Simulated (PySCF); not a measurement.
Choosing a molecule for a target property.

Each SMILES stands for a single optimised conformer of the isolated species, non-relativistic unless stated; the electronic structure was computed with PySCF and density fitting.

The conformers computed, where there is a choice (atom-mapped SMILES and torsion angles):
- `[CH2:1]=[CH:2][C:3]1=[C:4]([CH3:5])[CH:6]=[C:7]([F:8])[S:9]1(=[O:10])=[O:11]`: C1–C2–C3–C4 180°
- `[CH3:1][N:2]([CH3:3])[c:4]1[cH:5][n:6]([CH3:7])[cH:8][p:9]1`: C1–N2–C4–C5 22°
- `[CH3:1][S:2](=[O:3])(=[O:4])[c:5]1[cH:6][cH:7][c:8]([F:9])[cH:10][cH:11]1`: C1–S2–C5–C6 91°
- `[CH2:1]=[CH:2][c:3]1[cH:4][cH:5][c:6]([C:7](=[O:8])[Cl:9])[o:10]1`: C1–C2–C3–C4 180°, C5–C6–C7–O8 0°
- `[CH3:1][CH2:2][Si@@H:3]([CH2:4][SiH3:5])[CH2:6][Cl:7]`: C1–C2–Si3–C4 60°, C2–Si3–C4–Si5 172°, C2–Si3–C6–Cl7 -68°
- `[CH2:1]=[C:2](/[CH:3]=[CH:4]/[F:5])[O:6][CH:7]([F:8])[F:9]`: C1–C2–C3–C4 -179°, C1–C2–O6–C7 -15°, C2–O6–C7–F8 79°
- `[O:1]=[C:2]([OH:3])[c:4]1[cH:5][cH:6][c:7]([Cl:8])[cH:9][cH:10]1`: O1–C2–C4–C5 180°, H–O3–C2–O1 0°
- `[CH2:1]=[CH:2][C:3]1([C:4]([F:5])([F:6])[F:7])[CH2:8][CH2:9]1`: C1–C2–C3–C4 179°, C2–C3–C4–F5 -61°

**Question.** Wanted: smallest rotational constant above 0.7 GHz (GFN2-xTB) and HOMO energy above -6.9 eV (PBE0/pcSseg-1), at GFN2-xTB geometries. Which candidate meets both?
A. `CS(=O)(=O)c1ccc(F)cc1`
B. `C=Cc1ccc(C(=O)Cl)o1`
C. `CN1C=PC(N(C)C)=C1`
D. `C=CC1=C(C)C=C(F)S1(=O)=O`

**Answer.** C. Computed values:
```
                 species  smallest rotational constant  HOMO energy
   CS(=O)(=O)c1ccc(F)cc1                     0.500 GHz     -8.05 eV
     C=Cc1ccc(C(=O)Cl)o1                     0.577 GHz     -7.00 eV
C=CC1=C(C)C=C(F)S1(=O)=O                     0.652 GHz     -6.87 eV
       CN1C=PC(N(C)C)=C1                     0.752 GHz     -5.23 eV
```

**Question.** Wanted: HOMO–LUMO gap above 7 eV (PBE0/pcSseg-1) and dipole moment below 2 D (PBE0/pcSseg-1), at GFN2-xTB geometries. Which candidate meets both?
A. `c1c(ccc(c1)S(=O)(=O)C)F`
B. `CC[Si@@H](C[SiH3])CCl`
C. `C=CC1(C(F)(F)F)CC1`
D. `O=C(O)C1=CC=C(Cl)C=C1`
E. `CN(C)c1cn(C)cp1`
F. `C=CC1=C(C)C=C(F)S1(=O)=O`
G. `C=C(/C=C/F)OC(F)F`

**Answer.** B. Computed values:
```
                 species  HOMO–LUMO gap  dipole moment
C=CC1=C(C)C=C(F)S1(=O)=O        4.47 eV         5.52 D
         CN(C)c1cn(C)cp1        5.32 eV         3.33 D
   O=C(O)C1=CC=C(Cl)C=C1        5.84 eV         1.51 D
       C=C(/C=C/F)OC(F)F        6.02 eV         2.08 D
 c1c(ccc(c1)S(=O)(=O)C)F        6.76 eV         4.11 D
      C=CC1(C(F)(F)F)CC1        7.32 eV         2.42 D
   CC[Si@@H](C[SiH3])CCl        8.30 eV         1.71 D
```
